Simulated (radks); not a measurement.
The numbers below are computed, except where a source is named.
Spherical jellium clusters: N electrons in a uniform positive sphere of charge N and radius rs N^(1/3), rs = 2.23 bohr. Level of theory: non-relativistic Kohn-Sham, LDA (Slater exchange, Perdew-Wang correlation), spin-polarised, spherical densities (a radial shooting solver with Libxc functionals). Levels are named by radial order and angular momentum (1s, 1p, 1d, 2s, ...), and open shells are averaged over m.

N = 15, configuration 1s2 1p6 1d(up 5, down 1) 2s(up 1, down 0). This is the lowest configuration that the search found. Occupied and some empty levels:

| level | occupation | eigenvalue (eV) | <r> (bohr) |
|---|---|---|---|
| 1s up | 1 | -10.793 | 3.424 |
| 1s down | 1 | -9.9821 | 3.426 |
| 1p up | 3 | -7.7966 | 4.282 |
| 1p down | 3 | -6.9880 | 4.283 |
| 1d up | 5 | -4.4193 | 5.054 |
| 2s up | 1 | -3.7513 | 4.942 |
| 1d down | 1 | -3.6216 | 5.121 |
| 2s down | 0 | -3.0036 | 5.228 |
| 2p up | 0 | -1.0950 | 7.560 |
| 1f up | 0 | -1.0023 | 6.207 |
| 2p down | 0 | -0.72046 | 8.362 |
| 1f down | 0 | -0.34320 | 6.690 |

Energy (eV): total -8.43984, kinetic 72.237, external -1270.7, Hartree 607.80, exchange-correlation -85.728, background 667.96.

Electron density:

| r (bohr) | n(r) (e/bohr^3) |
|---|---|
| 0.192 | 0.02176 |
| 0.674 | 0.02149 |
| 1.16 | 0.02115 |
| 1.64 | 0.02107 |
| 2.12 | 0.02139 |
| 2.60 | 0.02190 |
| 3.08 | 0.02206 |
| 3.57 | 0.02123 |
| 4.05 | 0.01902 |
| 4.53 | 0.01556 |
| 5.01 | 0.01151 |
| 5.50 | 0.007723 |
| 5.98 | 0.004801 |
| 6.46 | 0.002841 |
| 6.94 | 0.001633 |
| 7.42 | 0.0009204 |
| 7.91 | 0.0005122 |
| 8.39 | 0.0002826 |
| 8.87 | 0.0001551 |
| 9.35 | 0.00008483 |
